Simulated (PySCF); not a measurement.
C$_{3}$H$_{7}$Si (SMILES C1C[SiH]C1), doublet, at a GFN2-xTB geometry. Base run: PySCF with HF/def2-SVP.

Input for PySCF:
```python
from pyscf import gto, scf

mol = gto.Mole()
mol.atom = '''
    C     0.071661   -1.073899    0.751073
    C     1.216477   -0.219116    0.177526
    Si   -0.071602    0.973631   -0.595019
    C    -1.142551   -0.503884   -0.004563
    H    -0.031712   -0.902883    1.822844
    H     0.213093   -2.143378    0.591315
    H     1.825836   -0.774784   -0.532423
    H     1.886389    0.189321    0.932373
    H    -0.279824    2.236539    0.127518
    H    -1.996321   -0.279377    0.632673
    H    -1.488544   -1.174876   -0.788255
'''
mol.basis = 'def2-svp'
mol.charge = 0
mol.spin = 1
mol.verbose = 4
mol.build()

mf = scf.UHF(mol)
mf.kernel()
```

Variants of this job, named by their change:

| change | ΔE vs base (mEh) | fitting functions | dipole (D) |
|---|---|---|---|
| base | 0.000 | - | 0.23 |
| auxbasis = cc-pvtz-ri | 3.173 | 575 | 0.23 |
| auxbasis = even-tempered beta=1.6 | 0.022 | 1049 | 0.23 |
| auxbasis = even-tempered beta=2.0 | 0.039 | 696 | 0.23 |
| auxbasis = def2-tzvp-ri | -2.286 | 446 | 0.23 |
| auxbasis = def2-universal-jkfit | 0.023 | 479 | 0.23 |
| auxbasis = even-tempered beta=3.0 | -0.111 | 477 | 0.23 |
| auxbasis = def2-universal-jfit | 1719.8 | 275 | 0.23 |
| only_dfj = on; auxbasis = def2-universal-jfit | -0.464 | 275 | 0.23 |
| auxbasis = cc-pvdz-jkfit | 0.012 | 483 | 0.23 |

A fitting set is made for a task (jfit for Coulomb, jkfit for Coulomb and exchange, ri for correlation) and for a family of orbital bases.

Open shells are given as the SCF converged; they aren't shown to be the lowest states, and a large step between rows can be another state.
